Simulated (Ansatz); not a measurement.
Li8S4, relaxed as a triplet with UKS PBE0-D4/def2-SVP in Ansatz, starting from the PBE0-D4/def2-SVP geometry of the neutral singlet. Force threshold 0.02 eV/Å.

The relaxation made no stability test and no search for a lower SCF solution. At PBE0-D4/def2-SVP a singlet of charge 0 lies 3.17 eV below the triplet, each at its own geometry. The structure comes from a short search, and lower isomers may exist.

Start:

```xyz
12

Li    1.190    2.268    0.231
Li   -0.299   -1.052   -1.756
Li   -1.385    1.375   -1.666
Li    2.236   -0.577   -1.109
Li   -1.257   -2.192    0.449
Li    1.301   -0.819    2.061
Li   -1.820    0.877    1.590
Li    0.029    0.104    0.174
S     0.892    1.142   -1.813
S     0.371    1.274    2.126
S     1.008   -2.088    0.103
S    -2.266   -0.313   -0.391
```

```tsv
step	energy (eV)	largest force component (eV/Å)	SCF passes
1	-44958.8577	0.567	59
2	-44959.1316	0.414	38
3	-44959.1838	0.285	38
4 (rejected)	-44959.1501	0.486	31
5	-44959.2175	0.114	35
6	-44959.2237	0.065	34
7	-44959.2401	0.136	37
8	-44959.3296	0.266	33
9	-44959.4890	0.251	28
10	-44959.5503	0.234	27
11 (rejected)	-44959.5292	0.166	27
12	-44959.5627	0.226	24
13	-44959.5697	0.086	29
14	-44959.5757	0.022	29
15	-44959.5759	0.006	18
```

Force components are those of the run's own axes.

End:

Cartesian coordinates in Å:
```
Li 0.7070 2.4448 0.3119
Li -0.2180 -1.3457 -1.8511
Li -1.5475 1.8794 -1.5602
Li 2.2411 -0.6121 -1.0259
Li -1.1831 -2.1604 0.5331
Li 1.4081 -0.9835 2.1347
Li -1.7027 1.3214 1.3696
Li 0.1521 -0.0412 0.2682
S 0.6254 0.9148 -1.8276
S 0.4599 1.0822 2.1763
S 1.0685 -2.2129 0.1166
S -2.0109 -0.2868 -0.6458
```

By distances, no bond broke or formed, bridged metal pairs apart. The bond that changes most is Li1–S9, from 2.35 to 2.63 Å (atoms count from 1). Metal–metal contacts that move far: Li2–Li3 2.66 to 3.50 Å, Li1–Li7 3.58 to 2.86 Å, Li3–Li8 2.65 to 3.15 Å.

No frequencies were taken in this run, so the end may be a saddle point.

Hardware: 4 threads of Intel Xeon Platinum 8259CL on a shared host. Wall time 2.6 min, peak host memory 0.78 GiB.
